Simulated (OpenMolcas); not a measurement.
## Computed transition rates of neutral oxygen

| Property | Result |
| --- | --- |
| Program | OpenMolcas |
| Method | SS-CASPT2, IPEA 0.25 Eh, imaginary shift 0.1 Eh (closed shells correlated: 1s) |
| Basis | ANO-RCC-VTZP [4s3p2d1f] |
| Scalar Hamiltonian | DKH2, point nucleus |
| Active space | 6 electrons in 8 orbitals (2s 2p 3s 3p) |
| State averaging | 2S+1 = 3 even, 3 roots; 2S+1 = 1 even, 6 roots |
| Spin-orbit coupling | state interaction with AMFI integrals over the reference wave functions, term energies averaged over their components |

Rates come from the transition moments of the reference wave functions (E1 and E2 in the length form). At fixed line strength A goes as λ^-3 for E1 and M1 and as λ^-5 for E2, so a rate at the computed wavelength can be rescaled to the measured one. Measured vacuum wavelengths follow from level energies in NIST Handbook of Basic Atomic Spectroscopic Data. Branching counts decays inside the model space alone, at computed energies, and the table is only a selection of the E2 and M1 lines, drawn from those between levels with measured partners whose computed energy lies within a factor of 1.5 of the measured one.

```
      Upper        Lower  Type  λ computed (nm)  λ measured (nm)  A computed (s-1)  A rescaled (s-1)  Branching %
2s² 2p⁴ ¹S₀  2s² 2p⁴ ¹D₂    E2            569.6            557.9          1.32e+00          1.46e+00         94.3
2s² 2p⁴ ¹S₀  2s² 2p⁴ ³P₁    M1            295.3            297.3          7.96e-02                            5.7
2s² 2p⁴ ¹D₂  2s² 2p⁴ ³P₂    M1            607.9            630.2          7.15e-03                           75.2
2s² 2p⁴ ¹D₂  2s² 2p⁴ ³P₁    M1            613.2            636.6          2.32e-03                           24.4
2s² 2p⁴ ³P₁  2s² 2p⁴ ³P₂    M1            71240            63190          6.25e-05          8.96e-05        100.0
2s² 2p⁴ ³P₀  2s² 2p⁴ ³P₁    M1           145800           145500          1.75e-05          1.76e-05        100.0
```

Spin-changing lines and M1 lines between different terms are not rescaled, since their strength hangs on the term gaps too.

The largest correction is for 2s² 2p⁴ ³P₁ → 2s² 2p⁴ ³P₂ (M1): 6.25e-05 × (71240 / 63190)^3 = 8.96e-05 s-1, a factor of 1.43.

No measured rate stands beside these. Rescaling mends the energy factor alone: line strengths can still be far off where a level mixes with configurations outside the active space, and weak or spin-changing lines hang on small mixing coefficients that depend on the term gaps too, so rescaling need not improve them.

CASPT2 breaks the degeneracy within a term, and the mean is taken; among the terms shown or strongly mixed into the levels shown the widest spread is 12 cm-1 (2s² 2p⁴ ¹D). Active for correlation alone: 3p 3s; no level in the range computed is led by a configuration that fills them, so any true level of that kind is missing. Computed and measured levels are paired by configuration, term and J; levels that our copy of the source lacks, or whose pairing is in doubt (as where it misses far off the trend of its configuration), stay unpaired. Levels of configurations outside the active space are missing.
